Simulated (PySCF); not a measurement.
PySCF 2.14 output of an unrestricted PBEsol calculation on a single atom or ion in aug-cc-pwCVTZ-PP with ECP10MDF (8s7p6d4f1g, 96 functions), with a scalar-relativistic core potential:

```
SCF conv_tol = 1e-09
number electrons alpha = 12  beta = 10
    J. P. Perdew, A. Ruzsinszky, G. I. Csonka, O. A. Vydrov, G. E. Scuseria, L. A. Constantin, X. Zhou, and K. Burke.,  Phys. Rev. Lett. 100, 136406 (2008)
    J. P. Perdew, A. Ruzsinszky, G. I. Csonka, O. A. Vydrov, G. E. Scuseria, L. A. Constantin, X. Zhou, and K. Burke.,  Phys. Rev. Lett. 100, 136406 (2008)
cycle= 1 E= -294.059414155238  delta_E= -0.0265  |g|= 0.148  |ddm|= 0.938
cycle= 2 E= -294.056478735329  delta_E= 0.00294  |g|= 0.241  |ddm|= 0.366
cycle= 3 E= -294.061978217041  delta_E= -0.0055  |g|= 0.0114  |ddm|= 0.146
cycle= 4 E= -294.061996276511  delta_E= -1.81e-05  |g|= 0.000411  |ddm|= 0.0315
cycle= 5 E= -294.061996926383  delta_E= -6.5e-07  |g|= 0.000141  |ddm|= 0.0161
cycle= 6 E= -294.061996985262  delta_E= -5.89e-08  |g|= 1.69e-05  |ddm|= 0.00379
cycle= 7 E= -294.061996987387  delta_E= -2.12e-09  |g|= 1.63e-06  |ddm|= 0.000664
cycle= 8 E= -294.061996987394  delta_E= -6.93e-12  |g|= 2.82e-07  |ddm|= 7.76e-05
converged SCF energy = -294.061996987394  <S^2> = 2.0016779  2S+1 = 3.0011184
```

The run itself started from symmetry-adapted Hartree-Fock orbitals and held the occupation by maximum overlap, on a logarithmic radial grid, so the iterations belong to that start.

Which element, charge and spin multiplicity is this?

Ge (germanium, neutral), multiplicity 3; the state was [Ar] 3d10 4s2 4p1 5s1, high-spin 3P determinant (an excited configuration).

Energies and moments cover only the electrons outside the core potential. The outer electron is Rydberg-like, and this basis confines it to a smaller radius and binds it less than a complete one would.
